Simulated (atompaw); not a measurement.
# Pseudopotential generation for Zr (Z = 40): PAW (atompaw), PBEsol, scalar-relativistic.

atompaw 4.2.0.5 was run on this input:

```
Zr 40
GGA-PBESOL scalarrelativistic loggrid 1500 logderivrange -6 5 276
5 5 4 0 0 0
5 1 0
4 2 2
0 0 0
c
c
c
v
v
c
c
v
v
c
v
2
3.00 2.50 2.25 1.65
n
n
y
1.5
n
custom rrkj gramschmidtortho besselshape
bessel
1.50
3.00
2.40
2.20
3.00
3.00
PWSCFOUT
UPFDX 0.0125d0 UPFXMIN -7.d0 UPFZMESH 40.d0
END
```

Command:

```bash
atompaw < Zr.input > Zr.log
```

The program printed (summary file):

```
Completed calculations for Zr (AE)

 Exchange-correlation type: GGA, Perdew-Burke-Ernzerhof modified (PBEsol)

 Radial integration grid is logarithmic
 r0 =   2.1400192E-04 h =   8.5600766E-03   n =      1500 rmax =   8.0000000E+01

 Scalar relativistic calculation

 AEatom converged in  33 iterations
   nz     =  40.00
   delta  =       2.533949506417E-15

 All Electron Orbital energies:
  n  l      occupancy      energy
  1  0      2.0000000E+00 -1.3092596E+03
  2  0      2.0000000E+00 -1.8142083E+02
  3  0      2.0000000E+00 -2.9711213E+01
  4  0      2.0000000E+00 -4.0024329E+00
  5  0      2.0000000E+00 -3.2816181E-01
  2  1      6.0000000E+00 -1.6181789E+02
  3  1      6.0000000E+00 -2.3326787E+01
  4  1      6.0000000E+00 -2.3835040E+00
  5  1      0.0000000E+00 -1.0682793E-01
  3  2      1.0000000E+01 -1.2840028E+01
  4  2      2.0000000E+00 -2.6545807E-01

 Total energy
   Total                    :    -7192.96600708373353

 ---
 Completed calculations for Zr (SC)

 Exchange-correlation type: GGA, Perdew-Burke-Ernzerhof modified (PBEsol)

 Radial integration grid is logarithmic
 r0 =   2.1400192E-04 h =   8.5600766E-03   n =      1500 rmax =   8.0000000E+01

 Scalar relativistic calculation

 SCatom converged in   3 iterations
   nz     =  40.00
   delta  =       1.935111736655E-17

 Valence Electron Orbital energies:
  n  l      occupancy      energy
   4  0      2.0000000E+00 -4.0024330E+00
   5  0      2.0000000E+00 -3.2816181E-01
   4  1      6.0000000E+00 -2.3835040E+00
   5  1      0.0000000E+00 -1.0682793E-01
   4  2      2.0000000E+00 -2.6545807E-01

 Total energy
   Total                    :    -7192.96600708925052
   Valence                  :     -302.52156120371819

 PAW parameters:
       lmax =            2
         rc =    3.0145451773161365
        irc =         1117
   rc_shape =    2.5185249065646618
    rc_vloc =    2.2532697358153855
    rc_core =    1.6556361887142532
   Vloc: truncated form - Vps(r)=A.sin(qr)/r for r<rc
   Projector type: RRKJ pseudization + Gram-Schmidt ortho.
   Bessel compensation charge shape zeroed at   2.5185E+00

 Number of basis functions     6
 No.   n  nodes  l      Energy         Cp coeff         Occ
  1    4    3    0   -0.4002433E+01  0.1000000E+01  0.2000000E+01
  2    5    4    0   -0.3281618E+00  0.6562761E+00  0.2000000E+01
  3    4    2    1   -0.2383504E+01  0.1000000E+01  0.6000000E+01
  4    5    3    1   -0.1068279E+00  0.6394932E+00  0.0000000E+00
  5    4    1    2   -0.2654581E+00  0.1000000E+01  0.2000000E+01
  6  999    2    2    0.1500000E+01  0.5346821E+00  0.0000000E+00

 Eigenvalues of overlap operator (in the basis of projectors):
    1        2.55041168E-01
    2        2.74379800E-01
    3        1.50952517E+00
    4        1.29364321E+01
    5        1.33707254E+01
    6        2.33954213E+01

 Orbital leakage outside PAW augmentation regions
   orb  is_core?  %out_of_sphere
   1 0    T           0.00
   2 0    T           0.00
   3 0    T           0.00
   4 0    F           0.13
   5 0    F          67.68
   2 1    T          -0.00
   3 1    T           0.00
   4 1    F           0.72
   5 1    F          88.45
   3 2    T           0.00
   4 2    F          21.61

 Summary of PAW energies
   Total valence energy     :   -302.52156326737293
   Smooth energy            :     27.32158836783371
   One center               :   -329.84315163520665
   Smooth kinetic           :     19.04008193932993
   Vloc energy              :     11.92393454903109
   Smooth exch-corr         :     -9.61446808154933
   One-center xc            :   -214.01459982158494
```

The run took about 5.3 s on one core of a shared server CPU.
